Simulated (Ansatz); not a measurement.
**Two structures, one formula**

Two relaxed structures of SnSiH4O, singlet (PBE0-D4/def2-TZVP; forces vanish, vibrations not checked).

A:

| atom | x (Å) | y (Å) | z (Å) |
| --- | --- | --- | --- |
| O1 | 0.2118 | -2.3734 | 1.7731 |
| Si2 | 0.2504 | 1.0242 | -0.1434 |
| Sn3 | -0.3140 | -1.4590 | 0.2824 |
| H4 | -1.2392 | -2.2509 | -0.9374 |
| H5 | -0.3290 | 1.4549 | -1.4407 |
| H6 | -0.3229 | 1.8237 | 0.9673 |
| H7 | 1.7275 | 1.1629 | -0.1680 |

B:

O1  (0.202, -1.168, 1.266)
Si2  (-0.301, -1.720, -0.170)
Sn3  (0.370, 0.623, 0.114)
H4  (-1.732, -2.085, -0.336)
H5  (0.563, -2.672, -0.914)
H6  (-0.606, 1.763, 0.932)
H7  (2.005, 1.094, 0.274)
(Å)

Program: Ansatz 0.2.0. Basis: def2-TZVPP. Cores are frozen in the correlated methods. Filled d shells of the heavier atoms are correlated. Core potentials replace the inner electrons of the atoms past krypton. The def2 sets are not built for correlating such inner shells, so the correlated values are less sure here. B3LYP uses VWN-RPA correlation.

Task: Which structure is lower at CCSD(T), and by how much? (An estimate is asked for; the value comes from the calculation.)

Result: By the calculation: B, by 1.529 eV (electronic energy, against the other). By their contacts, A is SnSiH₄O ([O][SnH][SiH3]) and B is SnSiH₄O ([O]1[SiH2][SnH2]1).

All methods give the same order:

```
   method  E(B) − E(A) (eV)
   PBE-D4            -1.379
r2SCAN-D4            -1.614
  PBE0-D4            -1.618
 B3LYP-D4            -1.516
  wB97M-V            -1.726
       HF            -1.928
      MP2            -1.494
     CCSD            -1.651
  CCSD(T)            -1.529
```

No T1 diagnostic of these runs exceeds 0.028. The T1 diagnostic is large here, which may signal multireference character or strong orbital relaxation, so CCSD(T) is less sure. The restricted Hartree–Fock reference is unstable towards an unrestricted one at one or more of these structures.

Labels in which every atom is bracketed show which atoms are joined, not bond orders.

For scale, one of the runs: CCSD(T)/def2-TZVPP, 179 basis functions, launched by `ansatz run in.yaml --threads 2 --pin off --events-out ev --progress --plain --max-ram 4352MiB`. Hardware: 2 CPU threads of an Arm Neoverse V2, shared host. Wall time 81 s; peak host memory 1.8 GiB.
